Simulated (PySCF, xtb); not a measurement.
C2H4BF2N, SMILES C=C(B(F)N)F. The values are those of a single conformer.

Harmonic wavenumbers (cm⁻¹) from GFN2-xTB (xtb 6.7.1) at its own minimum, in rising order: 23, 171, 282, 315, 383, 471, 530, 581, 592, 679, 720, 835, 890, 924, 1130, 1269, 1358, 1389, 1518, 1659, 3112, 3163, 3509, 3564.

**Question.** What does PySCF 2.14.0 with PBE-D3(BJ)/def2-SVP give at its own minimum? (Estimate from the structure and the level; the computed values follow.)

**Answer.** 46, 181, 288, 322, 417, 454, 501, 561, 663, 683, 726, 839, 854, 919, 1156, 1314, 1360, 1385, 1550, 1654, 3093, 3197, 3530, 3640. Paired by order, the mean absolute difference is 22 cm⁻¹ and the zero-point energies are 41.6 and 41.9 kcal/mol.
